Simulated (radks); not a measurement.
Values are calculated unless marked as measured or tabulated.
Task: The chlorine ion Cl9+ is in [He] 2s2 2p(1/2: 2, 3/2: 2). Code: a radial shooting solver on a logarithmic mesh with Libxc functionals. Model: Dirac Kohn-Sham, relativistic LDA (MacDonald-Vosko exchange, VWN5 correlation), spin-unpolarised, spherical densities, finite nucleus; Fermi nuclear charge, rms radius of each element as measured or else 0.836 A^(1/3) + 0.57 fm. Sub-shells are occupied by j as written (lower j first in brackets). One electron is removed from 1s1/2, 2p1/2, 2p3/2, 2s1/2 in turn, with full relaxation. Which removal costs least, and what does each cost?

Result: 2p3/2 462.83 eV; 2p1/2 464.96 eV; 2s1/2 513.35 eV; 1s1/2 3133.9 eV. The 2p3/2 electron leaves first.
